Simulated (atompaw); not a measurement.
## An all-electron radial function and its pseudo partner (Al (Z = 13))

Columns: radius, all-electron u(r) and pseudo u(r) of the 3s shell (level -7.83 eV) of aluminium in the configuration [Ne] 3s2 3p1; LDA (PW92), scalar-relativistic, PAW (atompaw) scheme, atompaw 4.2.0.5.

| r (bohr) | all-electron | pseudo |
| --- | --- | --- |
| 0.081 | 0.1464 | 0.0224 |
| 0.162 | -0.0003 | 0.0452 |
| 0.242 | -0.1595 | 0.0686 |
| 0.323 | -0.2628 | 0.0934 |
| 0.404 | -0.3013 | 0.1197 |
| 0.485 | -0.2879 | 0.1478 |
| 0.565 | -0.2392 | 0.1774 |
| 0.646 | -0.1673 | 0.2092 |
| 0.727 | -0.0830 | 0.2428 |
| 0.808 | 0.0062 | 0.2780 |
| 0.888 | 0.0943 | 0.3141 |
| 0.969 | 0.1799 | 0.3516 |
| 1.050 | 0.2597 | 0.3894 |
| 1.131 | 0.3326 | 0.4272 |
| 1.212 | 0.3978 | 0.4641 |
| 1.292 | 0.4546 | 0.4993 |
| 1.373 | 0.5044 | 0.5328 |
| 1.454 | 0.5467 | 0.5637 |
| 1.535 | 0.5820 | 0.5915 |
| 1.615 | 0.6105 | 0.6152 |
| 1.696 | 0.6333 | 0.6354 |
| 1.777 | 0.6506 | 0.6513 |
| 1.858 | 0.6628 | 0.6630 |
| 1.938 | 0.6704 | 0.6705 |
| 2.019 | 0.6741 | 0.6741 |
| 2.100 | 0.6742 | 0.6742 |

**Question.** How many radial nodes do the two functions have?

**Answer.** The all-electron 3s function has n − l − 1 = 2; the pseudo-wave has 0, since the states of the same l below it are removed with the core.

**Question.** Is the pseudo-wave norm-conserving?

**Answer.** No, it belongs to a PAW set: the norm inside the radius is not constrained, and the difference is carried by the augmentation charge.
